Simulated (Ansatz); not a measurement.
Basis sets compared for [AgF4]- (AgF₄⁻). Charge -1, multiplicity 1. Geometry PBE0-D4/def2-SVPD. Ansatz on 4 threads of Arm Neoverse V2 on a shared host; times are rough, and most runs start from earlier orbitals.

Cartesian coordinates in Å:
```
Ag 0.0000 0.0000 0.0000
F -1.7003 -0.6690 -0.5871
F -0.3534 1.6693 -0.8785
F 1.7003 0.6690 0.5871
F 0.3534 -1.6693 0.8785
```

In the def2 sets Ag takes a core potential; there is no spin–orbit coupling.

```json
{"level": "PBE-D4/def2-SVPD", "functions": "126", "energy (Eh)": "-545.7671", "HOMO (eV)": "-2.86", "LUMO (eV)": "-0.67", "wall time": "0.8 s"}
{"level": "PBE0-D4/def2-SVPD", "functions": "126", "energy (Eh)": "-545.7038", "HOMO (eV)": "-5.05", "LUMO (eV)": "-0.04", "wall time": "1.1 s"}
```

Q: Estimate the rows for PBE-D4/def2-TZVPD, PBE0-D4/def2-TZVPD (with forces).

A: 
| level | functions | energy (Eh) | HOMO (eV) | LUMO (eV) | wall time |
| --- | --- | --- | --- | --- | --- |
| PBE-D4/def2-TZVPD | 200 | -546.2644 | -2.76 | -0.53 | 1.2 s |
| PBE0-D4/def2-TZVPD (with forces) | 200 | -546.2014 | -4.93 | 0.14 | 2.5 s |
